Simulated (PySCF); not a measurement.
H2INSe, SMILES N[Se]I.

Geometry: B3LYP-D3(BJ)/def2-SVP. The def2 effective core potentials stand for the cores of I; spin–orbit coupling is left out. Other conformers were not sampled.

Computed with TDA-LC-ωPBE/def2-SVPD (PySCF).

Vertical excitations. Isolated molecule, no solvent. State labels are in the subgroup Cs.

| state | symmetry | energy (eV) | λ (nm) | f | main pairs |
|---|---|---|---|---|---|
| S1 | A" | 2.65 | 468 | 0.000 | HOMO→LUMO 96 % |
| S2 | A' | 3.83 | 324 | 0.001 | HOMO−1→LUMO 94 % |
| S3 | A" | 4.43 | 280 | 0.000 | HOMO−3→LUMO 93 % |
| S4 | A" | 5.18 | 240 | 0.002 | HOMO→LUMO+1 66 %, HOMO→LUMO+8 11 % |
| S5 | A' | 5.51 | 225 | 0.458 | HOMO−2→LUMO 80 % |
| S6 | A' | 6.51 | 190 | 0.022 | HOMO−2→LUMO+1 70 %, HOMO−1→LUMO+1 13 % |
| S7 | A" | 6.71 | 185 | 0.001 | HOMO→LUMO+3 61 %, HOMO→LUMO+6 13 %, HOMO→LUMO+2 11 % |
| S8 | A' | 7.32 | 169 | 0.094 | HOMO−1→LUMO+1 44 %, HOMO−4→LUMO 22 %, HOMO−2→LUMO+1 10 % |
| S9 | A" | 7.39 | 168 | 0.040 | HOMO−3→LUMO+1 38 %, HOMO→LUMO+2 23 %, HOMO→LUMO+1 10 %, HOMO−3→LUMO+3 10 % |
| S10 | A' | 7.40 | 167 | 0.251 | HOMO−4→LUMO 50 %, HOMO→LUMO+4 19 %, HOMO−1→LUMO+1 11 % |
| T1 | A" | 1.93 | 644 | 0 | HOMO→LUMO 95 % |
| T2 | A' | 3.17 | 391 | 0 | HOMO−1→LUMO 96 % |
| T3 | A' | 3.33 | 372 | 0 | HOMO−2→LUMO 92 % |
| T4 | A" | 3.78 | 328 | 0 | HOMO−3→LUMO 94 % |
Triplets are in the Tamm–Dancoff approximation.
